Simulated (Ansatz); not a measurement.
CH6BNSi. Total charge 0; spin multiplicity 1. The bonds changed during the relaxation, so this is another structure than the one it started from.

```xyz
10

B     0.755    0.613    0.151
C    -0.581    1.234   -0.145
N    -1.617    1.709   -0.375
Si    0.412   -1.387    0.112
H     1.524    0.901   -0.734
H     1.098    0.935    1.262
H    -2.587    1.802   -0.584
H    -0.096   -1.866   -1.208
H    -0.589   -1.827    1.130
H     1.681   -2.114    0.392
```

(1) List the harmonic frequencies (cm⁻¹, unscaled) at PBE0-D4/def2-TZVP in Ansatz. (An estimate is asked.)

(2) Is this a minimum?

(3) Give the ideal-gas thermochemistry at 298.15 K and 1 bar (rigid rotor, harmonic oscillator; point group Cs, symmetry number 1).

## Answers

(1) Computed: 88, 109, 208, 325, 383, 451, 467, 508, 654, 711, 808, 901, 901, 942, 945, 953, 1113, 2179, 2188, 2209, 2212, 2502, 2563, 3831.

(2) Yes, all 24 modes are real.

(3) Zero-point energy 168.4 kJ/mol; H(298) − E = 189.0 kJ/mol; entropy 331.7 J/(mol·K), of which translation 162.0, rotation 106.6, vibration 63.1; G(298) − E = 90.1 kJ/mol. Modes under 100 cm⁻¹ are hindered rotations or soft bends, so the harmonic entropy is rough.
